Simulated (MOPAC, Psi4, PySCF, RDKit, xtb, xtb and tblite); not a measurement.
Two geometries of SMILES C(SC)CC(C)C (C₆H₁₄S), relaxed at GFN2-xTB with one dihedral held; other torsions can differ between them too.

Structure A

```
21

C      3.3666     0.2568     0.0618
S      2.6317    -1.4009     0.1139
C      0.9666    -0.9786     0.7340
C      0.0546    -0.4182    -0.3519
C     -0.7472    -1.5034    -1.0801
C     -1.2995    -0.9557    -2.3947
C     -1.8912    -2.0234    -0.2138
H      3.3882     0.6751     1.0648
H      4.3775     0.1379    -0.3130
H      2.7976     0.8967    -0.6070
H      0.5744    -1.9039     1.1499
H      1.1129    -0.2645     1.5452
H     -0.6418     0.2947     0.0987
H      0.6566     0.1298    -1.0794
H     -0.0669    -2.3322    -1.3067
H     -1.9475    -0.1014    -2.2071
H     -1.8784    -1.7175    -2.9113
H     -0.4918    -0.6383    -3.0505
H     -2.5968    -1.2225    -0.0003
H     -1.5270    -2.4189     0.7312
H     -2.4232    -2.8193    -0.7298
```

Structure B

```
21

C      3.3378     0.2053     0.0162
S      2.6065    -1.4366     0.2665
C      0.9183    -0.9656     0.7728
C      0.0697    -0.4051    -0.3595
C     -0.1308    -1.3789    -1.5256
C     -0.7274    -0.6396    -2.7216
C     -1.0300    -2.5486    -1.1340
H      3.2010     0.8021     0.9139
H      4.3953     0.0488    -0.1684
H      2.8830     0.6906    -0.8424
H      0.4865    -1.8800     1.1754
H      1.0165    -0.2396     1.5815
H     -0.9042    -0.1258     0.0526
H      0.5381     0.5078    -0.7356
H      0.8498    -1.7749    -1.8114
H     -1.6974    -0.2193    -2.4622
H     -0.8617    -1.3188    -3.5600
H     -0.0766     0.1716    -3.0416
H     -2.0014    -2.1876    -0.8008
H     -0.5849    -3.1364    -0.3358
H     -1.1829    -3.2051    -1.9873
```

Task: Which is lower in energy at the level PBE0-D3(BJ)/def2-SVP // GFN2-xTB in Psi4 1.11, and by how much?

Result: B is lower, by 8.21 kJ/mol (dihedral S2–C3–C4–C5: 90° in A, 60° in B).

E(B) − E(A) in kJ/mol at the other levels, on the same two geometries: GFN2-xTB (xtb and tblite) -4.62; MMFF94 // GFN2-xTB (RDKit) -6.87; PBE0/def2-SVP // GFN2-xTB (Psi4) -6.92; PBE/def2-SVP // GFN2-xTB (Psi4) -6.80; PBE-D3(BJ)/def2-SVP // GFN2-xTB (Psi4) -8.14; UFF // GFN2-xTB (RDKit) -5.02; AM1, restricted, heats of formation // GFN2-xTB (MOPAC) -0.69; PM6, restricted, heats of formation // GFN2-xTB (MOPAC) -1.46; GFN1-xTB // GFN2-xTB (xtb) -7.24; restricted B3LYP/6-31G*, spherical d, density fitting // GFN2-xTB (PySCF) -3.66; restricted Hartree-Fock/3-21G, density fitting // GFN2-xTB (PySCF) -4.95; restricted MP2 (frozen core)/3-21G // GFN2-xTB (PySCF) -6.36; restricted BP86/6-31G*, spherical d, density fitting // GFN2-xTB (PySCF) -4.22.
